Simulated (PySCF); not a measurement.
Species: CH11Ge3N.
Atom-mapped SMILES: `[CH3:1][NH:2][GeH:3]([GeH3:4])[GeH3:5]` (hydrogens: H6, H7, H8 on C1; H9 on N2; H10 on Ge3; H11, H12, H13 on Ge4; H14, H15, H16 on Ge5)

Computed with PBE0-D3(BJ)/def2-SVP geometry optimisation, gas phase (PySCF 2.14.0).

(1) What internal coordinates does the optimisation give?

## Answers

(1) 
```
                    bond  length (Å)
                   C1–N2       1.445
                  N2–Ge3       1.845
                 Ge3–Ge4       2.424
                 Ge3–Ge5       2.445
     C1–H6, C1–H7, C1–H8       1.105
                   N2–H9       1.016
                 Ge3–H10       1.545
Ge4–H11 and 5 like bonds       1.542
```

Bonds in one row agree within 0.01 Å and their mean is given. A selection of angles:
```
      angle  degrees
   N2–C1–H6    115.2
   N2–C1–H7    109.8
   N2–C1–H8    110.5
   H6–C1–H7    107.0
  C1–N2–Ge3    119.9
   C1–N2–H9    112.3
  Ge3–N2–H9    113.2
 N2–Ge3–Ge4    106.9
 N2–Ge3–Ge5    113.5
 N2–Ge3–H10    105.9
Ge4–Ge3–Ge5    110.5
Ge4–Ge3–H10    111.3
Ge5–Ge3–H10    108.7
Ge3–Ge4–H11    110.1
Ge3–Ge4–H13    111.6
H11–Ge4–H12    108.2
H11–Ge4–H13    109.0
```

Dihedral angles: C1–N2–Ge3–Ge4 -178° (antiperiplanar). The mirror-image conformer, all signs reversed, is as good.

The Ge–Ge distances run from 2.424 Å (Ge3–Ge4, drawn single) to 2.445 Å (Ge3–Ge5, drawn single), a spread of 0.021 Å. Ge4 (germanium bonded to Ge and 3 H) is tetrahedral (angles from 108.2° to 111.6°). Ge3 (germanium bonded to 2 Ge, N and H) is distorted tetrahedral (angles from 105.9° to 113.5°). N2 (nitrogen bonded to C, Ge and H) is pyramidal (angles 119.9°, 113.2° and 112.3°, sum 345.5°, 0.30 Å off the plane of its three neighbours).

Point group: C1 (no symmetry element, even within 0.4 Å). No PBE0-D3(BJ)/def2-SVP frequencies stand behind this structure, so it isn't proved a minimum. The numbers are those of one conformer.
